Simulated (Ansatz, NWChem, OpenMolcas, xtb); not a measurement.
# Ligand exchange: BrF + CH4 → CH3F + HBr

Gas-phase species: BrF (bromine fluoride), singlet; CH4 (methane) `C`, singlet; CH3F (fluoromethane) `CF`, singlet; HBr (hydrogen bromide), singlet. The partners trade Br for CH3: F–Br and H–CH3 bonds give way to F–CH3 and H–Br.

Shapes, held fixed at every level: PBE0-D4/def2-TZVP. Programs: Ansatz 0.2.0, NWChem 7.3.0, OpenMolcas 26.06, xtb 6.7.1. A level may come from different programs for different species; with the same settings they agree closely. The zero-point and thermal change to 298 K, harmonic and unscaled (PBE0-D4/def2-TZVP), is -2.6 kJ/mol.

| level | kind | ΔH(298 K) (kJ/mol) | less CCSD(T)/def2-TZVPP |
| --- | --- | --- | --- |
| GFN0-xTB | semi-empirical | -57.1 | +91.0 |
| HF/def2-SVP | Hartree–Fock | -187.1 | -39.0 |
| PBE0/def2-SVP | global hybrid | -158.6 | -10.5 |
| BHLYP-D4/def2-TZVPP | global hybrid | -150.5 | -2.4 |
| PBE0-D4/def2-TZVPP | global hybrid | -143.2 | +4.9 |
| r2SCAN0-D4/def2-TZVPP | global hybrid | -152.1 | -4.0 |
| wB97M-V/def2-TZVPP | range-separated hybrid | -139.3 | +8.8 |
| CCSD/def2-SVP | coupled cluster or CI | -166.1 | -18.0 |
| CCSD(T)/def2-TZVPP | coupled cluster or CI | -148.1 | 0.0 |

The highest level, CCSD(T)/def2-TZVPP, gives ΔH(298 K) = -148.1 kJ/mol; the levels span -187.1 to -57.1. GFN0-xTB strays far from the other rows. The column of differences is taken from that level and isn't an error. No measured value is set beside it here. Relativity is left out for Br. Outer-core shells of Br are correlated, in sets that cover them unevenly.
